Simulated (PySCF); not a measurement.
Vibration and rotation of LiCd

UHF-CCSD(T) constants of LiCd, ²Σ⁺ (doublet), unpaired electrons σ ↑ (Li def2-SVPD, Cd def2-SVPD with ECP28; scalar-relativistic core potentials (PySCF 2.14); masses 7.0160 and 113.9034 u):

- ωe: 97.4 cm⁻¹
- ωexe: 6.27 cm⁻¹
- Be: 0.23916 cm⁻¹
- αe: 0.0143 cm⁻¹
- De to Li + Cd: 0.064 eV

Task: What force constant and bond length do these constants imply?

Result: Reduced mass μred = 6.6089 u; k = 5.8918×10⁻⁷·μred·ωe² (u, cm⁻¹, mdyn/Å) = 0.0369 mdyn/Å; Re = √(16.8576/(μred·Be)) (u, cm⁻¹, Å) = 3.266 Å.

Task: Estimate the centrifugal constant D from the Kratzer relation and find the Dunham coefficient a1.

Result: D = 4Be³/ωe² = 5.77e-06 cm⁻¹; a1 = −1 − αeωe/(6Be²) = -5.06.

Correlated steps freeze no core orbitals. The bond is weak. Basis-set superposition, not corrected here, can be much of De in a small basis, most of all at correlated wavefunction levels. Spin–orbit coupling is left out. The state was picked by a PBE0 search and need not be the measured ground state.
